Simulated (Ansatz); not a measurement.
```xyz
7

N     1.026   -0.292    0.632
Ge   -0.298    0.112   -0.539
Br   -1.456   -1.834   -0.883
Br   -1.792    1.693    0.258
H     0.713   -0.837    1.425
H     1.547    0.510    0.963
H     0.261    0.649   -1.856
```

The species carries charge 0 and has multiplicity 1.

List the PBE0/def2-TZVPP orbital energies in eV (Ansatz 0.2.0). (Estimate.)

Computed: Occupied: -13150.26, -13150.08, -10861.73, -1705.16, -1704.99, -1535.72, -1535.65, -1535.65, -1535.53, -1535.47, -1535.47, -1359.89, -1209.73, -1209.71, -1209.68, -391.73, -238.99, -238.81, -179.36, -179.18, -179.15, -179.15, -178.98, -178.97, -172.67, -122.52, -122.46, -122.37, -72.86, -72.80, -72.79, -72.67, -72.62, -72.62, -72.61, -72.61, -72.45, -72.45, -35.36, -35.34, -35.27, -35.22, -35.19, -24.43, -21.93, -21.39, -15.59, -14.27, -11.75, -10.91, -10.57, -8.99, -8.71, -8.62, -8.40, -8.11. Lowest empty: -1.08, 0.11, 0.51, 1.51, 2.06, 2.48, 4.39, 4.68.
